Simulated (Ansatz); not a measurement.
Reaction (atomization): `C[Se]B1CO1` → B• + 2 C• + 5 H• + O• + Se•

Gas-phase electronic energies from Ansatz, PBE0-D4/def2-TZVP geometries. CCSD(T)/CBS is the MP2 limit (def2-TZVPP, def2-QZVPP) plus CCSD(T) − MP2 in def2-TZVPP, frozen cores. This one scheme is used for every species, atoms too. Open shells (•) are unrestricted, without spin–orbit coupling. Spin–orbit coupling would lower the free atoms: a little for B, C, O; clearly for Se. For Se outer-core shells are correlated without core-valence functions, so the limit isn't a true one: a few kJ/mol of doubt a bond, and 10 to 20 or more in all where bonds break to atoms. Scalar relativity is left out up to krypton. One conformer a species, not always the lowest.

```json
{"level": "CCSD/def2-TZVPP", "ΔE (kJ/mol)": "3699.9"}
{"level": "MP2/CBS(def2)", "ΔE (kJ/mol)": "3960.9"}
```

(1) What does CCSD(T)/CBS give? (Estimate.)

Largest T1 diagnostic among the species: 0.014.

## Answers

(1) Computed: +3866.6 kJ/mol. The listed levels differ from it by -166.7, 94.3 kJ/mol.

In def2-TZVPP, CCSD(T) changes the Hartree–Fock value by +990.5 kJ/mol (the triples alone add +70.4 kJ/mol) and MP2 by +1084.7 kJ/mol; breaking electron pairs costs correlation energy, which Hartree–Fock lacks. The D4 term adds +31.9 kJ/mol with B3LYP and +16.7 kJ/mol with PBE0; it sums over pairs of atoms, weighted by their polarisabilities, and B3LYP, whose exchange is more repulsive, gets the larger term. From PBE to PBE0 (25 % exact exchange), in def2-TZVPP and without D4, ΔE moves by −86.4 kJ/mol: exact exchange takes away binding that semilocal exchange gives to molecules.

B3LYP here is the variant with VWN-RPA as its local correlation; programs differ in this.

For atomizations the MP2-based limit and the directly extrapolated one differ by several kJ/mol either way, and by 10 to 25 for some Ge, Se and Sn compounds, so smaller differences from it don't rank the levels.
